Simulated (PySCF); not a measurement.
C3H8BCl.

```xyz
13

B      0.1474     0.5167     0.2193
Cl     0.4734    -1.0831     0.9368
C      0.6941     1.7715     0.9779
H      1.7989     1.7478     0.9644
H      0.4154     1.7497     2.0446
H      0.3694     2.7277     0.5400
C     -0.6505     0.6043    -1.1256
C     -1.0807    -0.6796    -1.8273
H     -0.0470     1.2472    -1.7995
H     -1.5277     1.2478    -0.9013
H     -1.7218    -1.2936    -1.1757
H     -0.2101    -1.3006    -2.0904
H     -1.6396    -0.4743    -2.7536
```

Coordinates come from a r2SCAN-D4/def2-SVP optimisation. One conformer was computed; it need not be the lowest.

Calculation: PBE/pcSseg-1 run with PySCF. Non-relativistic, no solvent.

Computed absolute GIAO shielding of each atom: isotropic value and principal components (ppm):
```json
[
 {"atom": "B1", "σ(iso)": "14.3", "σ11": "-54.9", "σ22": "10.5", "σ33": "87.3", "span": "142.2"},
 {"atom": "Cl2", "σ(iso)": "649.2", "σ11": "311.9", "σ22": "627.3", "σ33": "1008.5", "span": "696.5"},
 {"atom": "C3", "σ(iso)": "165.6", "σ11": "146.6", "σ22": "165.8", "σ33": "184.4", "span": "37.7"},
 {"atom": "H4", "σ(iso)": "30.3", "σ11": "26.8", "σ22": "28.8", "σ33": "35.3", "span": "8.5"},
 {"atom": "H5", "σ(iso)": "30.2", "σ11": "26.3", "σ22": "29.1", "σ33": "35.1", "span": "8.8"},
 {"atom": "H6", "σ(iso)": "30.2", "σ11": "26.5", "σ22": "29.5", "σ33": "34.7", "span": "8.2"},
 {"atom": "C7", "σ(iso)": "151.6", "σ11": "125.5", "σ22": "158.4", "σ33": "171.0", "span": "45.5"},
 {"atom": "C8", "σ(iso)": "169.1", "σ11": "161.3", "σ22": "167.2", "σ33": "178.8", "span": "17.5"},
 {"atom": "H9", "σ(iso)": "29.5", "σ11": "25.1", "σ22": "29.7", "σ33": "33.9", "span": "8.8"},
 {"atom": "H10", "σ(iso)": "29.7", "σ11": "25.2", "σ22": "29.6", "σ33": "34.2", "span": "9.0"},
 {"atom": "H11", "σ(iso)": "30.0", "σ11": "25.8", "σ22": "29.1", "σ33": "35.1", "span": "9.3"},
 {"atom": "H12", "σ(iso)": "30.1", "σ11": "26.1", "σ22": "28.9", "σ33": "35.3", "span": "9.3"},
 {"atom": "H13", "σ(iso)": "30.2", "σ11": "25.2", "σ22": "28.2", "σ33": "37.2", "span": "12.1"}
]
```
